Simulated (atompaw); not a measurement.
S (Z = 16): variants of one PAW (atompaw) potential

Base potential:

- Element: sulfur (S)
- Generator: atompaw 4.2.0.5
- Type: PAW
- Functional: LDA (PW92)
- Relativity: scalar-relativistic
- Frozen core: [Ne]
- Valence charge: 6
- Reference configuration: 3s2 3p4
- Partial waves: 3s (bound): rc 1.35 bohr; 3s channel at 3.25 Ry: rc 1.35 bohr; 3p (bound): rc 1.35 bohr; 3p channel at 3.1 Ry: rc 1.35 bohr; 3d channel at 0.45 Ry: rc 1.35 bohr; 3d channel at 2.95 Ry: rc 1.35 bohr
- Local potential: troulliermartins scheme with l = 3 at 1 Ry, radius 1.10 bohr
- Core correction: smooth core density matched at 0.85 bohr
- Augmentation charge: sinc compensation charge, radius 1.25 bohr; PAW radius 1.35 bohr; waves and projectors: custom polynom vanderbiltortho

All-electron outer shells of the reference configuration (LDA (PW92), scalar-relativistic, ld1.x):

```
shell  level (eV)  outermost node (bohr)  outermost maximum (bohr)
   2s     -210.79                   0.13                      0.39
   2p     -156.51                      –                      0.33
   3s      -17.28                   0.60                      1.40
   3p       -7.11                   0.58                      1.59
```

Cutoffs, loose and tight: the cutoffs (Ry, on a coarse ladder) from which the occupation-weighted sum of valence levels, in a spherical-Bessel basis at the reference potential, stays within 10 and 1 mRy of its value at 400 Ry. They see the waves, projectors and local potential, not the compensation charge or the core. A dash means not determined.

A true bound ghost makes a file unfit for plane-wave use even where its test errors are small: the radial tests pick states by their node count and pass the ghost by.

```csv
change,outcome,"cutoff, loose","cutoff, tight",bound ghosts
base,generated,30 Ry,50 Ry,s
wave 3p (bound): rc 1.35 bohr becomes 3p (bound): rc 0.72 bohr,generated,140 Ry,230 Ry,"p, s"
wave 3p (bound): rc 1.35 bohr becomes 3p (bound): rc 0.76 bohr,generated,110 Ry,200 Ry,"p, s"
wave 3p (bound): rc 1.35 bohr becomes 3p (bound): rc 0.86 bohr,generated,100 Ry,160 Ry,"s, p"
wave 3p (bound): rc 1.35 bohr becomes 3p (bound): rc 0.90 bohr,generated,100 Ry,160 Ry,"s, p"
wave 3p (bound): rc 1.35 bohr becomes 3p (bound): rc 0.98 bohr,generated,55 Ry,100 Ry,s
wave 3p (bound): rc 1.35 bohr becomes 3p (bound): rc 1.02 bohr,generated,55 Ry,90 Ry,s
wave 3p (bound): rc 1.35 bohr becomes 3p (bound): rc 1.12 bohr,generated,45 Ry,70 Ry,s
wave 3p (bound): rc 1.35 bohr becomes 3p (bound): rc 1.16 bohr,generated,45 Ry,60 Ry,s
wave 3p (bound): rc 1.35 bohr becomes 3p (bound): rc 1.26 bohr,generated,35 Ry,50 Ry,s
wave 3p (bound): rc 1.35 bohr becomes 3p (bound): rc 1.30 bohr,generated,35 Ry,55 Ry,"p, s"
```
